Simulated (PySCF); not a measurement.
## Structure from NMR data

Molecular formula: C₆H₅FSi. Simulated spectra:

1H NMR (400 MHz, computed): δ 5.34 (m, 1H), 3.92 (m, 1H), 2.07 (m, 1H), 1.85 (d, 1H), 1.47 (d, 1H).

13C{1H} NMR (computed): δ 105.5 (CH), 87.0 (CH), 85.3 (C), 81.2 (C), 74.2 (CH), 13.5 (CH).

No solvent model, a single conformation, non-relativistic Hamiltonian. Shielding tensors at PBE0/pcSseg-1 (GIAO); coordinates at the GFN2-xTB level; PySCF.

Scale: TMS for 1H and 13C (reference shieldings calculated alike).

Task: What is the structure?

Result: 
The formula gives 5 degrees of unsaturation (1 ring in the answer). 6 carbon signals for 6 carbons: no two carbons are equivalent. Carbon types of the structure: 2 × C, 4 × CH, leaving 1 H on heteroatoms. δC 105.5, 74.2: terminal alkyne carbon. δC 87.0, 13.5: three-membered-ring carbon. δC 85.3, 81.2: alkyne carbon; sp carbons lie upfield of alkene carbons because the cylindrical π system leaves one tensor component strongly shielded. δH 5.34, 2.07: hydrogen on a three-membered-ring carbon. δH 3.92: hydrogen on a silicon bonded to 3 C, in a 3-membered ring. δH 1.85, 1.47: hydrogen on a terminal alkyne carbon; it lies on the axis of the triple bond, in its shielding cone.

These data were computed for `C#C[C@@H]1[C@@H](F)[Si@@H]1C#C`.

This is the structure that produced the data.

Splittings by 19F in the carbon and heteronuclear signals aren't shown, as no couplings were computed. Shifts are as computed. Against solution values, carbons near 30 ppm lie about +3 ppm off and those near 130 ppm about +5 ppm. Of 1211 compounds with measured shifts, 218 miss one by over three times the rms of a fit or turn the order of signals round; such compounds aren't used in these exercises. Multiplicities follow the n + 1 count of equivalent neighbours, as no J values were calculated; m marks all less simple cases, F and P coupling included.
